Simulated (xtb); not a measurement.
xtb input file for C2H5ClF2Si, SMILES F[Si](Cl)(F)CC, GFN2-xTB. 

```
$ xtb mol.xyz --gfn 2 --sp --chrg 0 --uhf 0 --json
$ cat mol.xyz
11

C     -2.53968142    -0.18231290     0.20188553
C     -1.46309753     0.89655389     0.05397687
Si     0.27088268     0.20771140    -0.23425773
F      0.33405488    -0.57827413    -1.62855988
F      1.30073094     1.40021596    -0.52588848
Cl     1.00838234    -0.95959926     1.19162764
H     -2.33140925    -0.82256498     1.05552177
H     -2.58369484    -0.80466791    -0.68833005
H     -3.51509138     0.27594932     0.34774868
H     -1.47226294     1.52746824     0.94489671
H     -1.72879757     1.54612087    -0.78303780
```

It prints:

```
[banner left out]
          |                Calculation Setup                |
           -------------------------------------------------



           -------------------------------------------------
          |                 G F N 2 - x T B                 |
           -------------------------------------------------

        Reference                      10.1021/acs.jctc.8b01176
      * Hamiltonian:
        H0-scaling (s, p, d)           1.850000    2.230000    2.230000
        zeta-weighting                 0.500000
      * Dispersion:
        s8                             2.700000
        a1                             0.520000
        a2                             5.000000
        s9                             5.000000
      * Repulsion:
        kExp                           1.500000    1.000000
        rExp                           1.000000
      * Coulomb:
        alpha                          2.000000
        third order                    shell-resolved
        anisotropic                    true
        a3                             3.000000
        a5                             4.000000
        cn-shift                       1.200000
        cn-exp                         4.000000
        max-rad                        5.000000


          ...................................................
          :                      SETUP                      :
          :.................................................:
          :  # basis functions                  41          :
          :  # atomic orbitals                  39          :
          :  # shells                           19          :
          :  # electrons                        38          :
          :  max. iterations                   250          :
          :  Hamiltonian                  GFN2-xTB          :
          :  restarted?                      false          :
          :  GBSA solvation                  false          :
          :  PC potential                    false          :
          :  electronic temp.          300.0000000     K    :
          :  accuracy                    1.0000000          :
          :  -> integral cutoff          0.2500000E+02      :
          :  -> integral neglect         0.1000000E-07      :
          :  -> SCF convergence          0.1000000E-05 Eh   :
          :  -> wf. convergence          0.1000000E-03 e    :
          :  Broyden damping             0.4000000          :
          :  net charge                          0          :
          :  unpaired electrons                  0          :
          ...................................................

 iter      E             dE          RMSdq      gap      omega  full diag
   1    -22.7851405 -0.227851E+02  0.515E+00    8.44       0.0  T
   2    -22.8641943 -0.790538E-01  0.272E+00    6.97       1.0  T
   3    -22.8695409 -0.534661E-02  0.149E+00    7.50       1.0  T
   4    -22.8757083 -0.616736E-02  0.820E-01    6.80       1.0  T
   5    -22.8788176 -0.310935E-02  0.260E-01    7.10       1.0  T
   6    -22.8789154 -0.977486E-04  0.782E-02    7.07       1.0  T
   7    -22.8789198 -0.446483E-05  0.517E-02    7.06       1.0  T
   8    -22.8789202 -0.415963E-06  0.303E-02    7.08       1.0  T
   9    -22.8789248 -0.451717E-05  0.129E-02    7.07       2.3  T
  10    -22.8789252 -0.399013E-06  0.705E-03    7.06       4.3  T
  11    -22.8789251  0.727344E-07  0.716E-03    7.07       4.2  T
  12    -22.8789252 -0.130386E-06  0.597E-03    7.06       5.0  T
  13    -22.8789255 -0.243064E-06  0.102E-03    7.06      29.5  T
  14    -22.8789255 -0.321429E-08  0.491E-04    7.06      61.5  T
  15    -22.8789255  0.104053E-08  0.608E-04    7.06      49.6  T

   *** convergence criteria satisfied after 15 iterations ***

         #    Occupation            Energy/Eh            Energy/eV
      -------------------------------------------------------------
         1        2.0000           -1.0723574             -29.1803
       ...           ...                  ...                  ...
        13        2.0000           -0.5120924             -13.9347
        14        2.0000           -0.4939557             -13.4412
        15        2.0000           -0.4809121             -13.0863
        16        2.0000           -0.4595278             -12.5044
        17        2.0000           -0.4583509             -12.4724
        18        2.0000           -0.4557334             -12.4011
        19        2.0000           -0.4357227             -11.8566 (HOMO)
        20                         -0.1761262              -4.7926 (LUMO)
        21                         -0.1676880              -4.5630
        22                         -0.1267508              -3.4491
        23                         -0.0317636              -0.8643
        24                         -0.0186982              -0.5088
       ...                                ...                  ...
        39                          0.9495977              25.8399
      -------------------------------------------------------------
                  HL-Gap            0.2595965 Eh            7.0640 eV
             Fermi-level           -0.3059244 Eh           -8.3246 eV

 SCC (total)                   0 d,  0 h,  0 min,  0.009 sec
 SCC setup                      ...        0 min,  0.000 sec (  1.096%)
 Dispersion                     ...        0 min,  0.000 sec (  0.588%)
 classical contributions        ...        0 min,  0.000 sec (  0.644%)
 integral evaluation            ...        0 min,  0.001 sec ( 14.255%)
 iterations                     ...        0 min,  0.005 sec ( 54.458%)
 molecular gradient             ...        0 min,  0.003 sec ( 27.683%)
 printout                       ...        0 min,  0.000 sec (  1.173%)

         :::::::::::::::::::::::::::::::::::::::::::::::::::::
         ::                     SUMMARY                     ::
         :::::::::::::::::::::::::::::::::::::::::::::::::::::
         :: total energy             -22.734194185633 Eh    ::
         :: gradient norm              0.000269876991 Eh/a0 ::
         :: HOMO-LUMO gap              7.063980316790 eV    ::
         ::.................................................::
         :: SCC energy               -22.878915139101 Eh    ::
         :: -> isotropic ES            0.045381418789 Eh    ::
         :: -> anisotropic ES          0.000475431880 Eh    ::
         :: -> anisotropic XC          0.001470606058 Eh    ::
         :: -> dispersion             -0.007400104345 Eh    ::
         :: repulsion energy           0.144720953468 Eh    ::
         :: add. restraining           0.000000000000 Eh    ::
         :: total charge               0.000000000000 e     ::
         :::::::::::::::::::::::::::::::::::::::::::::::::::::

           -------------------------------------------------
          |                Property Printout                |
           -------------------------------------------------

    * Orbital Energies and Occupations

         #    Occupation            Energy/Eh            Energy/eV
      -------------------------------------------------------------
         1        2.0000           -1.0723574             -29.1803
       ...           ...                  ...                  ...
         7        2.0000           -0.5498577             -14.9624
         8        2.0000           -0.5441687             -14.8076
         9        2.0000           -0.5417821             -14.7426
        10        2.0000           -0.5286531             -14.3854
        11        2.0000           -0.5208004             -14.1717
        12        2.0000           -0.5192187             -14.1287
        13        2.0000           -0.5120924             -13.9347
        14        2.0000           -0.4939557             -13.4412
        15        2.0000           -0.4809121             -13.0863
        16        2.0000           -0.4595278             -12.5044
        17        2.0000           -0.4583509             -12.4724
        18        2.0000           -0.4557334             -12.4011
        19        2.0000           -0.4357227             -11.8566 (HOMO)
        20                         -0.1761262              -4.7926 (LUMO)
        21                         -0.1676880              -4.5630
        22                         -0.1267508              -3.4491
        23                         -0.0317636              -0.8643
        24                         -0.0186982              -0.5088
        25                         -0.0026939              -0.0733
        26                          0.0009894               0.0269
        27                          0.0062717               0.1707
        28                          0.0328864               0.8949
        29                          0.0389407               1.0596
        30                          0.1295245               3.5245
       ...                                ...                  ...
        39                          0.9495977              25.8399
      -------------------------------------------------------------
                  HL-Gap            0.2595965 Eh            7.0640 eV
             Fermi-level           -0.3059244 Eh           -8.3246 eV

     #   Z          covCN         q      C6AA      α(0)
     1   6 C        3.763    -0.110    22.653     6.784
     2   6 C        3.700    -0.143    23.426     6.922
     3  14 Si       3.106     0.658   150.609    26.416
     4   9 F        0.705    -0.239    11.656     4.031
     5   9 F        0.705    -0.246    11.729     4.044
     6  17 Cl       0.805    -0.157   103.953    15.597
     7   1 H        0.925     0.040     2.448     2.447
     8   1 H        0.925     0.042     2.418     2.432
     9   1 H        0.925     0.046     2.372     2.409
    10   1 H        0.924     0.050     2.315     2.379
    11   1 H        0.924     0.057     2.230     2.335

 Mol. C6AA /au·bohr⁶  :       2098.552402
 Mol. C8AA /au·bohr⁸  :      73644.457290
 Mol. α(0) /au        :         75.795836


Wiberg/Mayer (AO) data.
largest (>0.10) Wiberg bond orders for each atom

 ---------------------------------------------------------------------------
     #   Z sym  total        # sym  WBO       # sym  WBO       # sym  WBO
 ---------------------------------------------------------------------------
     1   6 C    3.994 --     2 C    1.025     8 H    0.991     7 H    0.990
                             9 H    0.986
     2   6 C    3.994 --     1 C    1.025    10 H    0.975    11 H    0.971
                             3 Si   0.886
     3  14 Si   4.254 --     6 Cl   1.162     4 F    1.093     5 F    1.082
                             2 C    0.886
     4   9 F    1.224 --     3 Si   1.093
     5   9 F    1.214 --     3 Si   1.082
     6  17 Cl   1.318 --     3 Si   1.162
     7   1 H    0.998 --     1 C    0.990
     8   1 H    0.998 --     1 C    0.991
     9   1 H    0.998 --     1 C    0.986
    10   1 H    0.997 --     2 C    0.975
    11   1 H    0.997 --     2 C    0.971
 ---------------------------------------------------------------------------

Topologies differ in total number of bonds
Writing topology from bond orders to xtbtopo.mol

molecular dipole:
                 x           y           z       tot (Debye)
 q only:       -0.809       0.161       0.338
   full:       -0.895       0.182       0.393       2.528
molecular quadrupole (traceless):
                xx          xy          yy          xz          yz          zz
 q only:        1.394      -1.193      -0.002       0.341       0.519      -1.392
  q+dip:        1.893      -2.740      -0.170       0.680       0.791      -1.723
   full:        2.189      -2.340      -0.050       0.755       0.802      -2.139


           -------------------------------------------------
Note: The following floating-point exceptions are signalling: IEEE_UNDERFLOW_FLAG IEEE_DENORMAL
normal termination of xtb
          | TOTAL ENERGY              -22.734194185633 Eh   |
          | GRADIENT NORM               0.000269876991 Eh/α |
          | HOMO-LUMO GAP               7.063980316790 eV   |
           -------------------------------------------------

------------------------------------------------------------------------
------------------------------------------------------------------------
 total:
 SCF:
```

The calculation finished and met its thresholds.
